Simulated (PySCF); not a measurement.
# Ionisation energy of Si⁺ by level of theory

Si⁺ [Ne] 3s2 3p1 (2P) → Si²⁺ [Ne] 3s2 (1S), as a difference of total energies. Calculation: PySCF 2.14, in dyall-acv3z; the spin-free X2C one-electron Hamiltonian (Gaussian nucleus). Correlated levels: valence and next inner shell: 1s2 frozen; virtual orbitals above 40 to 60 times the deepest correlated orbital energy dropped. The calculations carry no spin-orbit coupling.

```tsv
method	ionisation energy (eV)	error (eV)
UHF	15.835	-0.487
MP2 (valence and next inner shell)	16.123	-0.199
SCS-MP2 (valence and next inner shell)	16.110	-0.212
CCSD (valence and next inner shell)	16.243	-0.079
CCSD(T) (valence and next inner shell)	16.268	-0.054
```

Reference: 16.322 eV (measured; NIST levels, between the centres of gravity of the two terms).

Errors of the correlated levels include the incompleteness of this basis and the frozen core.
